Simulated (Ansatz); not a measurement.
Geometry optimisation of Cd13H30S13.

```yaml
crystal:
  periodic: [false, false, false]
  atoms:
    - {symbol: Cd, position_ang: [-2.309490, -2.306260, -0.688420]}
    - {symbol: Cd, position_ang: [-2.590150, 1.253870, -3.932870]}
    - {symbol: Cd, position_ang: [-5.633230, 1.045860, -1.037610]}
    - {symbol: Cd, position_ang: [-2.302320, 0.690150, 2.301430]}
    - {symbol: Cd, position_ang: [-2.591040, 3.927940, -1.250430]}
    - {symbol: Cd, position_ang: [1.256950, -2.589280, -3.932360]}
    - {symbol: Cd, position_ang: [1.045130, -5.629630, -1.042360]}
    - {symbol: Cd, position_ang: [0.692800, -2.296540, 2.302640]}
    - {symbol: Cd, position_ang: [3.923480, -2.587270, -1.255320]}
    - {symbol: Cd, position_ang: [0.575860, 0.580870, -0.584310]}
    - {symbol: Cd, position_ang: [1.260790, 3.930590, 2.578620]}
    - {symbol: Cd, position_ang: [3.928460, 1.253670, 2.589180]}
    - {symbol: Cd, position_ang: [1.045470, 1.043440, 5.629380]}
    - {symbol: S, position_ang: [-3.417060, -0.451040, -2.286760]}
    - {symbol: S, position_ang: [-0.458730, -3.405790, -2.290960]}
    - {symbol: S, position_ang: [-0.908860, -0.906610, -4.930810]}
    - {symbol: S, position_ang: [-0.804430, -0.803850, 0.800890]}
    - {symbol: S, position_ang: [-0.826320, 2.175340, -2.174190]}
    - {symbol: S, position_ang: [-3.412930, 2.290530, 0.460870]}
    - {symbol: S, position_ang: [-0.453270, 2.293260, 3.412650]}
    - {symbol: S, position_ang: [-0.905690, 4.936080, 0.901450]}
    - {symbol: S, position_ang: [2.167240, -0.823310, -2.179710]}
    - {symbol: S, position_ang: [2.286630, -3.419400, 0.454800]}
    - {symbol: S, position_ang: [2.294090, -0.458740, 3.408940]}
    - {symbol: S, position_ang: [4.939580, -0.910560, 0.903570]}
    - {symbol: S, position_ang: [2.171840, 2.167930, 0.820230]}
    - {symbol: H, position_ang: [-3.390740, -3.383800, -0.106420]}
    - {symbol: H, position_ang: [-3.071100, 2.085460, -5.252910]}
    - {symbol: H, position_ang: [-6.246390, -0.038790, 0.046050]}
    - {symbol: H, position_ang: [-5.853060, 2.228530, -2.216210]}
    - {symbol: H, position_ang: [-3.377240, 0.113000, 3.385590]}
    - {symbol: H, position_ang: [-3.061120, 5.251040, -2.085660]}
    - {symbol: H, position_ang: [2.089350, -3.070460, -5.252250]}
    - {symbol: H, position_ang: [-0.039530, -6.249080, 0.041220]}
    - {symbol: H, position_ang: [2.221980, -5.851720, -2.224660]}
    - {symbol: H, position_ang: [0.110550, -3.377990, 3.373840]}
    - {symbol: H, position_ang: [5.247170, -3.065750, -2.086860]}
    - {symbol: H, position_ang: [2.092030, 5.248460, 3.063960]}
    - {symbol: H, position_ang: [5.249560, 2.085800, 3.061870]}
    - {symbol: H, position_ang: [-0.038190, -0.041700, 6.251170]}
    - {symbol: H, position_ang: [2.226790, 2.220690, 5.849510]}
    - {symbol: H, position_ang: [-4.141020, -1.218310, -3.087050]}
    - {symbol: H, position_ang: [-1.222650, -4.133870, -3.090310]}
    - {symbol: H, position_ang: [-1.497160, -1.492060, -3.907240]}
    - {symbol: H, position_ang: [-1.592040, -1.593190, -5.824520]}
    - {symbol: H, position_ang: [0.049780, 2.870580, -2.883370]}
    - {symbol: H, position_ang: [-4.133120, 3.090800, 1.231350]}
    - {symbol: H, position_ang: [-1.212040, 3.097340, 4.141700]}
    - {symbol: H, position_ang: [-1.497260, 3.919120, 1.494190]}
    - {symbol: H, position_ang: [-1.584200, 5.835700, 1.584280]}
    - {symbol: H, position_ang: [2.877050, 0.048650, -2.879640]}
    - {symbol: H, position_ang: [3.090830, -4.138410, 1.222650]}
    - {symbol: H, position_ang: [3.094100, -1.223930, 4.135240]}
    - {symbol: H, position_ang: [3.920660, -1.501810, 1.493260]}
    - {symbol: H, position_ang: [5.833730, -1.592000, 1.589690]}
    - {symbol: H, position_ang: [2.878460, 2.876470, -0.047030]}
basis:
  gaussian: {orbitals: def2-SVP, fitting: {mean_field: def2-universal-jkfit}}
hamiltonian: {xc: r2scan, dispersion: d4}
scf: {lower_state_search: "off"}
output: {orbitals: {seedname: orbitals}}
relax: {f_tol: 0.03, max_steps: 70}
```

```sh
$ ansatz run in.yaml --threads 11 --pin off --events-out ev --progress --plain --max-ram 174080MiB --backend cuda --devices 0, --max-vram 75GiB
```

Shortened log:

```
Functional definition: r2SCAN
  name "r2SCAN"
  cite "Furness, Kaplan, Ning, Perdew & Sun, J. Phys. Chem. Lett. 11, 8208 (2020) doi:10.1021/acs.jpclett.0c02405"
  cite "Furness, Kaplan, Ning, Perdew & Sun, J. Phys. Chem. Lett. 11, 9248 (2020) doi:10.1021/acs.jpclett.0c03077"
  parent r2scan
  parameter k0 = 0.174
  parameter k1 = 0.065
  parameter a1 = 4.9479
  exchange = r2scan_x(k0 = k0, k1 = k1, a1 = a1)
  correlation = r2scan_c
these checks for a lower state are left out or cut short: stability, starts, cluster_reference, orbital_swaps, neighbouring_geometries, increment
mean field -200659.67118828 eV, -7374.1069041593 hartree, gradient 8.4e-6 eV, S^2 0.000000; 0 other end points of the search recorded, 0 dependent functions left out
the calculation of the forces begins
relax step   1: F+E_penalty+E_count = -200661.09152148 eV  Δ(F+E_penalty+E_count) = +0.000e0 eV  max|allowed force component| = 1.126e0 eV/Å  Δτ_max = 0.0000 Å  (19 SCF iters, accepted)
these checks for a lower state are left out or cut short: stability, starts, cluster_reference, orbital_swaps, neighbouring_geometries, increment
mean field -200660.76103833 eV, -7374.1469554098 hartree, gradient 1.4e-6 eV, S^2 0.000000; 0 other end points of the search recorded, 0 dependent functions left out
the calculation of the forces begins
relax step   2: F+E_penalty+E_count = -200662.15938954 eV  Δ(F+E_penalty+E_count) = -1.068e0 eV  max|allowed force component| = 4.471e-1 eV/Å  Δτ_max = 0.1919 Å  (25 SCF iters, accepted)
these checks for a lower state are left out or cut short: stability, starts, cluster_reference, orbital_swaps, neighbouring_geometries, increment
mean field -200661.07764744 eV, -7374.1585905797 hartree, gradient 1.7e-6 eV, S^2 0.000000; 0 other end points of the search recorded, 0 dependent functions left out
the calculation of the forces begins
relax step   3: F+E_penalty+E_count = -200662.47751723 eV  Δ(F+E_penalty+E_count) = -3.181e-1 eV  max|allowed force component| = 8.018e-2 eV/Å  Δτ_max = 0.2000 Å  (23 SCF iters, accepted)
these checks for a lower state are left out or cut short: stability, starts, cluster_reference, orbital_swaps, neighbouring_geometries, increment
mean field -200661.21350989 eV, -7374.1635834327 hartree, gradient 3.5e-6 eV, S^2 0.000000; 0 other end points of the search recorded, 0 dependent functions left out
the calculation of the forces begins
relax step   4: F+E_penalty+E_count = -200662.62175897 eV  Δ(F+E_penalty+E_count) = -1.442e-1 eV  max|allowed force component| = 1.156e-1 eV/Å  Δτ_max = 0.1967 Å  (19 SCF iters, accepted)
these checks for a lower state are left out or cut short: stability, starts, cluster_reference, orbital_swaps, neighbouring_geometries, increment
mean field -200661.35180799 eV, -7374.1686657943 hartree, gradient 2.5e-6 eV, S^2 0.000000; 0 other end points of the search recorded, 0 dependent functions left out
the calculation of the forces begins
relax step   5: F+E_penalty+E_count = -200662.76511305 eV  Δ(F+E_penalty+E_count) = -1.434e-1 eV  max|allowed force component| = 1.425e-1 eV/Å  Δτ_max = 0.1987 Å  (20 SCF iters, accepted)
these checks for a lower state are left out or cut short: stability, starts, cluster_reference, orbital_swaps, neighbouring_geometries, increment
mean field -200661.50461109 eV, -7374.1742812045 hartree, gradient 2.8e-6 eV, S^2 0.000000; 0 other end points of the search recorded, 0 dependent functions left out
the calculation of the forces begins
relax step   6: F+E_penalty+E_count = -200662.92307065 eV  Δ(F+E_penalty+E_count) = -1.580e-1 eV  max|allowed force component| = 1.515e-1 eV/Å  Δτ_max = 0.1951 Å  (20 SCF iters, accepted)
these checks for a lower state are left out or cut short: stability, starts, cluster_reference, orbital_swaps, neighbouring_geometries, increment
mean field -200661.66818636 eV, -7374.1802924851 hartree, gradient 4.8e-6 eV, S^2 0.000000; 0 other end points of the search recorded, 0 dependent functions left out
the calculation of the forces begins
relax step   7: F+E_penalty+E_count = -200663.09124693 eV  Δ(F+E_penalty+E_count) = -1.682e-1 eV  max|allowed force component| = 2.111e-1 eV/Å  Δτ_max = 0.1951 Å  (19 SCF iters, accepted)
these checks for a lower state are left out or cut short: stability, starts, cluster_reference, orbital_swaps, neighbouring_geometries, increment
mean field -200661.85971258 eV, -7374.1873309437 hartree, gradient 6.5e-6 eV, S^2 0.000000; 0 other end points of the search recorded, 0 dependent functions left out
[...]
the calculation of the forces begins
relax step  18: F+E_penalty+E_count = -200664.17313114 eV  Δ(F+E_penalty+E_count) = -3.851e-2 eV  max|allowed force component| = 1.712e-1 eV/Å  Δτ_max = 0.1815 Å  (19 SCF iters, accepted)
these checks for a lower state are left out or cut short: stability, starts, cluster_reference, orbital_swaps, neighbouring_geometries, increment
mean field -200662.75447701 eV, -7374.2202129298 hartree, gradient 1.9e-6 eV, S^2 0.000000; 0 other end points of the search recorded, 0 dependent functions left out
the calculation of the forces begins
relax step  19: F+E_penalty+E_count = -200664.18940272 eV  Δ(F+E_penalty+E_count) = -1.627e-2 eV  max|allowed force component| = 1.361e-1 eV/Å  Δτ_max = 0.0601 Å  (19 SCF iters, accepted)
these checks for a lower state are left out or cut short: stability, starts, cluster_reference, orbital_swaps, neighbouring_geometries, increment
mean field -200662.72653136 eV, -7374.2191859461 hartree, gradient 6.1e-6 eV, S^2 0.000000; 0 other end points of the search recorded, 0 dependent functions left out
the calculation of the forces begins
relax step  20: F+E_penalty+E_count = -200664.16357847 eV  Δ(F+E_penalty+E_count) = +2.582e-2 eV  max|allowed force component| = 1.875e-1 eV/Å  Δτ_max = 0.2000 Å  (19 SCF iters, rejected (line search))
these checks for a lower state are left out or cut short: stability, starts, cluster_reference, orbital_swaps, neighbouring_geometries, increment
mean field -200662.74579672 eV, -7374.2198939351 hartree, gradient 3.0e-6 eV, S^2 0.000000; 0 other end points of the search recorded, 0 dependent functions left out
the calculation of the forces begins
relax step  21: F+E_penalty+E_count = -200664.18550781 eV  Δ(F+E_penalty+E_count) = +3.895e-3 eV  max|allowed force component| = 1.969e-1 eV/Å  Δτ_max = 0.1000 Å  (19 SCF iters, rejected (line search))
these checks for a lower state are left out or cut short: stability, starts, cluster_reference, orbital_swaps, neighbouring_geometries, increment
mean field -200662.76651558 eV, -7374.2206553394 hartree, gradient 2.5e-6 eV, S^2 0.000000; 0 other end points of the search recorded, 0 dependent functions left out
the calculation of the forces begins
relax step  22: F+E_penalty+E_count = -200664.20258196 eV  Δ(F+E_penalty+E_count) = -1.318e-2 eV  max|allowed force component| = 2.568e-2 eV/Å  Δτ_max = 0.0484 Å  (19 SCF iters, accepted)
these checks for a lower state are left out or cut short: stability, starts, cluster_reference, orbital_swaps, neighbouring_geometries, increment
mean field -200662.76789793 eV, -7374.2207061397 hartree, gradient 1.6e-6 eV, S^2 0.000000; 0 other end points of the search recorded, 0 dependent functions left out
the calculation of the forces begins
relax step  23: F+E_penalty+E_count = -200664.20488657 eV  Δ(F+E_penalty+E_count) = -2.305e-3 eV  max|allowed force component| = 3.815e-2 eV/Å  Δτ_max = 0.0418 Å  (20 SCF iters, accepted)
these checks for a lower state are left out or cut short: stability, starts, cluster_reference, orbital_swaps, neighbouring_geometries, increment
mean field -200662.76902121 eV, -7374.2207474193 hartree, gradient 1.5e-6 eV, S^2 0.000000; 0 other end points of the search recorded, 0 dependent functions left out
the calculation of the forces begins
relax step  24: F+E_penalty+E_count = -200664.20583677 eV  Δ(F+E_penalty+E_count) = -9.502e-4 eV  max|allowed force component| = 2.519e-2 eV/Å  Δτ_max = 0.0237 Å  (21 SCF iters, accepted)
Total energy: -200664.20588546 eV, -7374.2735512069 hartree
Atom 0 at    -2.406947    -2.518528    -0.388809 Å, force     0.001267    -0.000265     0.003864 eV/Å
Atom 1 at    -2.473663     1.009060    -3.875445 Å, force     0.005248    -0.010739    -0.002120 eV/Å
Atom 2 at    -5.137877     1.210855    -0.926601 Å, force    -0.001319     0.000656    -0.001588 eV/Å
Atom 3 at    -2.518440     0.392428     2.406836 Å, force     0.000077    -0.005427    -0.001420 eV/Å
Atom 4 at    -3.528753     3.837736    -1.837105 Å, force    -0.007713     0.000291    -0.002343 eV/Å
Atom 5 at     1.834423    -3.532187    -3.837598 Å, force     0.002258    -0.008099     0.001835 eV/Å
Atom 6 at     0.925802    -5.138568    -1.207292 Å, force     0.002740     0.000593    -0.001199 eV/Å
Atom 7 at     0.391393    -2.404007     2.519877 Å, force    -0.004232     0.001076    -0.000020 eV/Å
Atom 8 at     3.874211    -2.472254    -1.011491 Å, force     0.000706     0.005140     0.011080 eV/Å
Atom 9 at     0.565918     0.566506    -0.566726 Å, force     0.008828     0.008311    -0.008119 eV/Å
Atom 10 at     1.012078     3.875680     2.470757 Å, force    -0.010265     0.002332    -0.005681 eV/Å
Atom 11 at     3.841133     1.836300     3.528416 Å, force    -0.002120     0.001950     0.008542 eV/Å
Atom 12 at     1.212459     0.929373     5.137214 Å, force     0.000996     0.001218     0.000140 eV/Å
Atom 13 at    -3.462147    -0.550741    -2.016734 Å, force    -0.003655     0.003113     0.000662 eV/Å
Atom 14 at    -0.727824    -3.346722    -2.341696 Å, force    -0.000759     0.004158    -0.001031 eV/Å
Atom 15 at    -0.433631    -0.600653    -4.791182 Å, force    -0.022232    -0.009927    -0.025186 eV/Å
Atom 16 at    -0.878941    -0.877964     0.879121 Å, force    -0.007416    -0.005449     0.008251 eV/Å
Atom 17 at    -1.020157     2.129122    -1.935020 Å, force     0.006880    -0.003592     0.007230 eV/Å
Atom 18 at    -3.345877     2.345285     0.727901 Å, force     0.005831     0.000990    -0.003131 eV/Å
Atom 19 at    -0.549078     2.018842     3.461037 Å, force     0.006181    -0.000569     0.004366 eV/Å
Atom 20 at    -0.597053     4.789698     0.430020 Å, force    -0.017796     0.019417     0.023253 eV/Å
Atom 21 at     1.932144    -1.020485    -2.130053 Å, force    -0.005436     0.007822     0.000967 eV/Å
Atom 22 at     2.016843    -3.460043     0.550912 Å, force     0.001814    -0.006187    -0.003127 eV/Å
Atom 23 at     2.346195    -0.725203     3.344604 Å, force     0.000800     0.000970    -0.006270 eV/Å
Atom 24 at     4.791031    -0.430286     0.595370 Å, force     0.021881    -0.024655     0.015969 eV/Å
Atom 25 at     2.130579     1.934776     1.016911 Å, force    -0.001771    -0.007352    -0.006483 eV/Å
Atom 26 at    -3.557783    -3.649514     0.111966 Å, force     0.002515    -0.000614    -0.000614 eV/Å
Atom 27 at    -3.178203     1.829452    -5.174886 Å, force    -0.001150     0.004450    -0.001890 eV/Å
Atom 28 at    -6.744035     0.905553    -0.516432 Å, force     0.004493    -0.002276    -0.001892 eV/Å
Atom 29 at    -4.549470     2.489913    -2.334067 Å, force    -0.001761     0.002566     0.000361 eV/Å
Atom 30 at    -3.649070    -0.107709     3.558272 Å, force    -0.001023     0.000445    -0.002214 eV/Å
Atom 31 at    -2.997190     5.418050    -1.743837 Å, force     0.001616    -0.005026     0.003243 eV/Å
Atom 32 at     1.739183    -3.001575    -5.418023 Å, force    -0.003190     0.001932     0.004558 eV/Å
Atom 33 at     0.516852    -6.744804    -0.900997 Å, force     0.002014     0.004554     0.002338 eV/Å
Atom 34 at     2.332207    -4.550550    -2.488571 Å, force     0.000923    -0.002747    -0.002990 eV/Å
Atom 35 at    -0.108528    -3.552645     3.653463 Å, force     0.000659     0.002131     0.000523 eV/Å
Atom 36 at     5.173114    -3.178229    -1.831618 Å, force     0.001384    -0.000521    -0.003997 eV/Å
Atom 37 at     1.833088     5.175261     3.174361 Å, force     0.004346     0.001613     0.001429 eV/Å
Atom 38 at     5.421274     1.741909     2.996854 Å, force    -0.004465    -0.003448    -0.002152 eV/Å
Atom 39 at     0.907995     0.518523     6.743299 Å, force    -0.002550     0.002445    -0.004027 eV/Å
Atom 40 at     2.493014     2.335028     4.547910 Å, force     0.002438     0.001175     0.001733 eV/Å
Atom 41 at    -4.400399    -1.258424    -2.687163 Å, force     0.002126     0.002534     0.000468 eV/Å
Atom 42 at    -1.569909    -4.266517    -2.867718 Å, force    -0.003753    -0.004987    -0.002265 eV/Å
Atom 43 at    -0.616977    -1.655560    -3.926131 Å, force    -0.000879    -0.002497     0.005084 eV/Å
Atom 44 at    -1.145975    -1.180871    -5.786365 Å, force     0.018346     0.017005     0.021060 eV/Å
Atom 45 at    -0.160572     2.881349    -2.659489 Å, force    -0.002083     0.002935    -0.003082 eV/Å
Atom 46 at    -4.264509     2.873405     1.569886 Å, force    -0.006102     0.001760     0.003483 eV/Å
Atom 47 at    -1.255696     2.690797     4.398953 Å, force     0.001678    -0.000199    -0.001721 eV/Å
Atom 48 at    -1.653138     3.925539     0.615071 Å, force     0.005425     0.001132    -0.000444 eV/Å
Atom 49 at    -1.176241     5.786394     1.141051 Å, force     0.016657    -0.020534    -0.018226 eV/Å
Atom 50 at     2.657351    -0.161532    -2.882309 Å, force     0.001955    -0.001040    -0.003117 eV/Å
Atom 51 at     2.689387    -4.397312     1.257900 Å, force    -0.001304     0.002324    -0.001103 eV/Å
Atom 52 at     2.874378    -1.567618     4.262882 Å, force     0.001330    -0.002442     0.005647 eV/Å
Atom 53 at     3.927513    -0.613552     1.652100 Å, force    -0.000727    -0.000395    -0.003952 eV/Å
Atom 54 at     5.787268    -1.142419     1.174166 Å, force    -0.021806     0.019420    -0.017378 eV/Å
Atom 55 at     2.881233     2.659655     0.156228 Å, force     0.002096     0.002531     0.002698 eV/Å
Dipole moment:     0.793497     0.792813    -0.794333 e Å
Checks for a lower state left out: stability, starts, cluster_reference, orbital_swaps, neighbouring_geometries, increment
```

It took 2 min on 11 threads of AMD EPYC 7R13 on a shared host and a whole NVIDIA H100 80GB HBM3.

In the def2 sets Cd takes a core potential; there is no spin–orbit coupling. Single mean-field runs in def2-SVP are fitted with def2-universal-jkfit.
